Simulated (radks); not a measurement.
The numbers below are computed, except where a source is named.
The gold anion Au-, [Hg], held by a Watson sphere: a shell of charge +1 at radius R that stands for the Madelung well of a crystal (potential energy -1/R inside, -1/r outside, in hartree with lengths in bohr). Level of theory: scalar-relativistic Kohn-Sham, PBE, spin-polarised, spherical densities, point nucleus (a radial shooting solver on a logarithmic mesh with Libxc functionals). Response by self-consistent Sternheimer equations with the Hartree and adiabatic LDA kernel, the relativistic mass of each level held fixed and spin-orbit coupling left out. The sphere does not respond.

\begin{tabular}{lrrrrrrr}
R (bohr) & e(5p) (eV) & e(5d) (eV) & e(6s) (eV) & <r> 6s (bohr) & sum of <r^2> (bohr^2) & X-ray form factor at sin(theta)/lambda = 0.2 1/angstrom & alpha (bohr^3) \\ \hline
2.9 & -59.918 & -7.164 & -6.565 & 2.854 & 70.48 & 67.134 & 45.08 \\
3.56 & -59.159 & -6.328 & -5.894 & 2.964 & 72.82 & 67.104 & 53.61 \\
4.97 & -57.852 & -4.962 & -4.588 & 3.133 & 76.27 & 67.105 & 72.70 \\
5.03 & -57.806 & -4.915 & -4.540 & 3.138 & 76.38 & 67.105 & 73.48 \\
6.48 & -56.862 & -3.960 & -3.579 & 3.228 & 78.30 & 67.112 & 90.38 \\
\end{tabular}
